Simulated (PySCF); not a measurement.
C3H12GeNOP.
Geometry (PBE0-D3(BJ)/def2-SVP, Å), atoms numbered from 1 in this order:
```
atom  x, y, z in Å
C1     2.388   -0.785    0.028
O2     1.827    0.092    0.960
Ge3    0.310    0.963    0.574
P4     0.718    2.244   -1.321
N5    -1.081   -0.145    0.175
C6    -1.753   -0.863    1.226
C7    -1.318   -0.660   -1.148
H8     3.319   -1.200    0.447
H9     2.646   -0.286   -0.928
H10    1.719   -1.635   -0.212
H11   -0.003    1.680    1.893
H12   -0.402    3.094   -1.071
H13    1.635    3.088   -0.623
H14   -1.562   -0.395    2.203
H15   -1.432   -1.923    1.297
H16   -2.849   -0.863    1.069
H17   -0.788   -0.061   -1.904
H18   -0.986   -1.712   -1.267
H19   -2.396   -0.628   -1.399
```

Computed, not measured: TDDFT B3LYP/def2-SVPD, vertical, gas phase, core orbitals frozen in the response (PySCF). The B3LYP/def2-SVPD calculation is non-relativistic and has no spin–orbit coupling, an omission that weighs most on germanium.

Kohn–Sham orbitals with the atoms that hold most of them (Löwdin shares over 4%, at most four atoms; ? is withheld):

```tsv
orbital	ε (eV)	atoms
HOMO-3	-8.31	O2 46%, C1 14%, P4 11%, H8 7%
HOMO-2	-7.91	O2 35%, P4 25%, C1 9%, Ge3 9%
HOMO-1	-7.08	?
HOMO	?	N5 54%, C7 9%, C6 9%, O2 6%
LUMO	-0.15	?
LUMO+1	0.16	P4 38%, H12 18%, Ge3 11%, O2 7%
LUMO+2	0.27	P4 37%, H13 20%, Ge3 12%, H17 7%
```

(1) Give the leading atoms of the LUMO.

(2) Which atoms hold the HOMO-1, and with what shares?

(3) What is the HOMO energy, and the HOMO–LUMO gap?

Results:

(1) P4 (bonded to Ge and 2 H) 28%; Ge3 (bonded to N, O, P and H) 20%; H11 (bonded to Ge) 10%; H12 (bonded to P) 6%. By element: phosphorus 28%, germanium 20%, hydrogen 16% or more.

(2) P4 (bonded to Ge and 2 H) 37%; O2 (bonded to C and Ge) 29%; Ge3 (bonded to N, O, P and H) 10%; C1 (bonded to O and 3 H) 6%.

(3) ε(HOMO) = -6.17 eV; the gap is 6.02 eV (0.2213 hartree).

The HOMO–LUMO gap is 6.02 eV. Where does the response calculation put the lowest singlet, and from which orbitals?

S1 is at 5.16 eV (f = 0.0094), 0.86 eV below the gap, made of HOMO→LUMO (98%). Without the coupling terms of the response equations the lowest excitation would equal the gap.

One configuration dominates each of S1 and S2. Which, and how do the shares of the two leading atoms of either orbital change from the occupied to the empty one?

- S1 (5.16 eV, f 0.0094), HOMO→LUMO (98%): N5 54% → at most 7%, C7 9% → at most 7%, P4 at most 7% → 28%, Ge3 at most 7% → 20%
- S2 (5.55 eV, f 0.0039), HOMO→LUMO+1 (97%): N5 54% → at most 8%, C7 9% → at most 8%, P4 at most 7% → 38%, H12 at most 7% → 18%

Löwdin shares depend on the basis, the more so with diffuse functions.

One conformer stands for the species.
